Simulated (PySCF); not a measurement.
Exercise with solution: chemical shift, span and skew from a shielding tensor

Si(CCH)2(Cl)(H) (C4H3ClSi), SMILES C#C[SiH](Cl)C#C. Atoms are numbered in the order given.

```xyz
9

Si     0.5626    -0.0055     0.0000
Cl    -0.2757    -1.9033     0.0000
C      0.0132     0.8902    -1.4926
C     -0.3396     1.4890    -2.4913
C      0.0132     0.8902     1.4926
C     -0.3396     1.4890     2.4913
H      2.0352    -0.1528     0.0000
H     -0.6540     2.0176    -3.3732
H     -0.6540     2.0176     3.3732
```

The structure is a stationary point at B3LYP-D3(BJ)/def2-SVP.

GIAO shieldings from PySCF with PBE/pcSseg-1, non-relativistic, no solvent. The symmetric part of the tensor of C4 has the principal values -2.7, 1.4, 237.1 ppm. The same nucleus in TMS has σ = 182.0 ppm at this level (PySCF, at its B3LYP-D3(BJ)/def2-TZVP geometry). Without spin–orbit terms, shifts of atoms bonded to Cl or Br come out too high.

Work out the isotropic shielding, the ¹³C shift against TMS, the span and the skew.


σ(iso) = (σ11 + σ22 + σ33)/3 = 78.6 ppm. δ = σ(ref) − σ(iso) = 182.0 − (78.6) = 103.4 ppm.
Span Ω = σ33 − σ11 = 239.8 ppm. Skew κ = 3(σ(iso) − σ22)/Ω = 0.97. Tumbling in solution averages the tensor to δ; in a static solid the shielding alone would spread this spin-1/2 line over Ω.
